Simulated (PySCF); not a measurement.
# Running PySCF for SnI

File input.py (PySCF 2.14):

```python
from pyscf import gto, scf
from pyscf.hessian import thermo

mol = gto.M(
    atom='Sn 0 0 0; I 0 0 2.66',
    basis='lanl2dz',
    ecp={'Sn': 'lanl2dz', 'I': 'lanl2dz'},
    charge=0,
    spin=1,
    verbose=3,
)
mf = scf.UHF(mol)
mf.kernel()
hess = mf.Hessian().kernel()
print('wavenumber (cm^-1) =', thermo.harmonic_analysis(mol, hess)['freq_wavenumber'].round(1))
mf.dip_moment()
print('orbital energies (hartree):', [e[max(0, n-3):n+3].round(4) for e, n in zip(mf.mo_energy, mol.nelec)])
```

```bash
$ python input.py
```

Output (some set-up lines and the per-cycle HOMO/LUMO lines with their warnings removed):

```
converged SCF energy = -14.4375789942956  <S^2> = 0.75302306  2S+1 = 2.0030208
wavenumber (cm^-1) = [233.1]
Dipole moment(X, Y, Z, Debye): -0.00000, -0.00000, -3.44675
orbital energies (hartree): [array([-0.3728, -0.3694, -0.2671, -0.0299,  0.059 ,  0.3059]), array([-0.3738, -0.3677, -0.3536, -0.0113,  0.0216,  0.0744])]
```

In short: E(SCF) = -14.437579 Eh, ⟨S²⟩ = 0.753, μz(SCF) = -3.45 D, wavenumbers 233 cm⁻¹.

Wall time 1.2 s on one thread of a shared host.

The bond length is a typed value, not an optimised one, so the wavenumber is not that of the minimum. No search for the lowest solution was made.
